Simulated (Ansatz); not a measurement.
`[Br][SnH2]` radical, 4 atoms. The species carries charge 0 and has multiplicity 2. Correlated methods include outer-core shells of Br, Sn, which these sets cover unevenly. Scalar relativity is left out up to krypton. Sn takes the def2 core potential. Hardware: A = 2 threads of a server CPU on a shared host; B = 2 threads of an AMD EPYC 7R13 on a shared host and a share of an NVIDIA H100 80 GB. Correlated methods freeze the cores. Open-shell runs search over several starts.

(1) Give the basis size and wall time and peak host memory of each of these runs in Ansatz. UKS revPBE-D4/def2-TZVPP energy [A]; UHF-CCSD(T)/def2-QZVPP energy [B]; UHF-CCSD(T)/def2-SVP energy [A]; UKS ωB97M-V/def2-SVP energy [A]; UKS PBE0-D4/def2-TZVP relaxation (4 steps) [A]; UKS PBE0-D4/def2-TZVP frequencies [A]; UKS PBE0-D4/def2-QZVPP energy [A]; UKS r2SCANh-D4/def2-TZVPP energy [A]; UKS PBE0-D4/def2-SVP energy [A]; UKS BLYP-D4/def2-TZVPP energy [A]; UHF-CCSD(T)/def2-TZVPP energy [B]; UKS CAM-B3LYP-D4/def2-TZVPP energy [A]. (Estimate.)

Results:

(1) The calculation gave: Other jobs shared the machine, so times are rough.

```tsv
level	job	functions	wall time	peak host memory (GiB)
UKS revPBE-D4/def2-TZVPP	energy [A]	126	1.6 s	0.2
UKS BLYP-D4/def2-TZVPP	energy [A]	126	2 s	0.2
UKS PBE0-D4/def2-SVP	energy [A]	68	2.2 s	0.3
UKS CAM-B3LYP-D4/def2-TZVPP	energy [A]	126	3.3 s	0.4
UKS r2SCANh-D4/def2-TZVPP	energy [A]	126	5 s	0.39
UHF-CCSD(T)/def2-SVP	energy [A]	68	6 s	0.34
UKS ωB97M-V/def2-SVP	energy [A]	68	8 s	0.35
UKS PBE0-D4/def2-QZVPP	energy [A]	231	9 s	0.74
UKS PBE0-D4/def2-TZVP	relaxation (4 steps) [A]	110	16 s	0.35
UHF-CCSD(T)/def2-TZVPP	energy [B]	126	17 s	0.8
UHF-CCSD(T)/def2-QZVPP	energy [B]	231	36 s	1.1
UKS PBE0-D4/def2-TZVP	frequencies [A]	110	85 s	0.35
```
